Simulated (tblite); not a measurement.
CH12BN4Si2 (charge -1).
SMILES with atom numbers: `[CH3:1][BH:2][NH:3][Si:4]([NH2:5])([NH2:6])[N-:7][SiH3:8]` (hydrogens: H9, H10, H11 on C1; H12 on B2; H13 on N3; H14, H15 on N5; H16, H17 on N6; H18, H19, H20 on Si8)

Computed with GFN2-xTB (tblite), gas phase: L-BFGS steps from a force-field or distance-geometry start until the largest atomic force falls under 0.01 eV/Å.

Geometry at step 194:
```
atom  x, y, z in Å
C1      2.1664    0.9330   -0.6407
B2      2.1270   -0.1037    0.5650
N3      0.9983   -0.8255    0.8702
Si4    -0.6158   -0.8898    0.1203
N5     -1.4825   -1.6433    1.4722
N6     -0.4491   -2.2661   -0.9750
N7     -1.2511    0.4666   -0.6210
Si8    -1.6714    2.0455   -0.2845
H9      2.4726    1.9211   -0.2924
H10     1.1873    1.0297   -1.0955
H11     2.8807    0.6378   -1.4131
H12     3.1050   -0.2575    1.2377
H13     1.0535   -1.4623    1.6511
H14    -1.6165   -0.9858    2.2273
H15    -2.3946   -1.9738    1.1973
H16    -1.2826   -2.4127   -1.5356
H17     0.3255   -2.1246   -1.6160
H18    -0.6809    2.9450    0.3833
H19    -1.9911    2.7319   -1.5712
H20    -2.8858    2.2454    0.5818
```

Task: Give the atomic forces at this geometry.

Result: 
| atom | Fx (eV/Å) | Fy (eV/Å) | Fz (eV/Å) |
| --- | --- | --- | --- |
| C1 | 0.018 | -0.025 | 0.027 |
| B2 | 0.018 | 0.013 | 0.055 |
| N3 | 0.015 | -0.027 | -0.004 |
| Si4 | -0.005 | 0.013 | -0.043 |
| N5 | 0.068 | -0.025 | 0.046 |
| N6 | 0.008 | -0.013 | -0.251 |
| N7 | -0.012 | 0.019 | -0.012 |
| Si8 | 0.019 | 0.021 | 0.021 |
| H9 | 0.007 | -0.020 | -0.028 |
| H10 | -0.004 | 0.004 | -0.023 |
| H11 | -0.015 | 0.005 | 0.016 |
| H12 | -0.004 | 0.024 | -0.037 |
| H13 | -0.008 | 0.013 | 0.005 |
| H14 | -0.057 | 0.003 | -0.005 |
| H15 | -0.030 | 0.027 | -0.008 |
| H16 | 0.212 | 0.051 | 0.109 |
| H17 | -0.210 | -0.035 | 0.119 |
| H18 | 0.014 | -0.006 | 0.004 |
| H19 | -0.027 | -0.041 | 0.046 |
| H20 | -0.008 | -0.001 | -0.038 |

The largest, 0.25 eV/Å, acts on N6; the rms over all components is 0.060 eV/Å. The forces sum to zero within rounding, as they must for an isolated molecule in no field.

Task: Give the force on N6 in Eh/bohr and in nN.

Result: 0.251 eV/Å ÷ 51.422 = 0.00489 Eh/bohr, and 0.251 eV/Å × 1.602 = 0.40 nN.

Task: How far is this geometry from the end of the optimisation?

Result: 0.035 eV above it, and 0.428 Å rms away after alignment. The bonds farthest from their final lengths, with half the difference of the two atoms' forces along the bond (positive lengthens):

```csv
bond,now (Å),final (Å),force along bond (eV/Å)
N6–H17,1.015,1.009,-0.20
N6–H16,1.015,1.010,-0.19
Si8–H19,1.493,1.489,-0.02
B2–H12,1.197,1.193,-0.04
Si4–N7,1.671,1.674,0.00
Si4–N5,1.774,1.776,+0.02
```

The angle farthest from its final value is Si4–N7–Si8, 140.8° against 137.4°.

The cost below is that of the whole relaxation. Time: 9.5 s of wall time. Hardware: Intel Xeon at 2.50 GHz, one thread, no GPU, shared host.
